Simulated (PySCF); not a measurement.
C₃H₄BNO₂, SMILES C1C(N=CB1O)=O.

The structure is a stationary point at PBE0-D3(BJ)/def2-SVP. The structure was generated by enumeration, and PubChem lists no compound with its InChIKey, so it may never have been made. The values are those of a single conformer.

Vertical ionisation energy (IE) and electron affinity (EA) in eV. Rows of orbital energies are one-electron estimates. Where ΔSCF, EOM or ADC give a negative EA the extra electron is unbound and the value depends on the basis.

```
level                                           IE    EA
--------------------------------------------  ----  ----
−ε(HOMO), −ε(LUMO), M06-2X/def2-TZVP (PySCF)  8.74  1.61
−ε(HOMO), −ε(LUMO), PBE/def2-TZVP (PySCF)     5.79  3.57
```
